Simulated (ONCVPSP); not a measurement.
## Building the ONCV potential for Zr (Z = 40) (PBE, fully relativistic).

```
Element                 : zirconium (Zr)
Generator               : ONCVPSP 4.0.1
Type                    : optimised norm-conserving Vanderbilt (ONCV)
Functional              : PBE
Relativity              : fully relativistic
Frozen core             : [Ar] 3d10
Valence charge          : 12
Reference configuration : 4s2 4p6 4d2 5s2
Partial waves           : 4s+5s: rc 1.90 bohr, ncon 4, nbas 7, qcut 8.1 1/bohr, 2 projectors; 4p: rc 1.50 bohr, ncon 4, nbas 7, qcut 4.8 1/bohr, 2 projectors, debl 2.1 Ha; 4d: rc 2.45 bohr, ncon 5, nbas 10, qcut 6.9 1/bohr, 2 projectors, debl 3.8 Ha
Local potential         : polynomial inside 0.95 bohr (lpopt 5, dvloc0 0 Ha)
Core correction         : none
```

Open shells are filled in proportion to 2j + 1.

All-electron outer shells of the reference configuration (PBE, scalar-relativistic, ld1.x):

```
shell  level (eV)  outermost node (bohr)  outermost maximum (bohr)
   3d     -174.71                      –                      0.35
   4s      -54.50                   0.55                      1.08
   4p      -32.46                   0.56                      1.17
   5s       -4.44                   1.47                      3.15
   4d       -3.60                   0.58                      1.59
```

(1) Estimate the cutoffs (Ha) at which the residual kinetic energy of the hardest occupied pseudo-wave falls to 1 and 0.1 mHa per electron.

(2) Does the potential have ghost states?

(3) Which valence shell sets the plane-wave cutoff?

(4) Tests: 4s2 4p6 4d2 5s1; 4s2 4p6 4d2 5s0; 4s2 4p6 4d1 5s0; 4s2 4p6 4d2 5s1.5. Which has the largest error in its energy relative to the reference configuration, and how large is it?

Answers

(1) 46 Ha and 63 Ha.

(2) No bound ghost flagged; GHOST(+) flagged for s at 50.4 eV.

(3) 4p: 46 Ha for 1 mHa per electron, against 19 Ha for 4s.

(4) 4s2 4p6 4d1 5s0, with +4.5 meV (all-electron minus pseudo) on +42.70 eV.
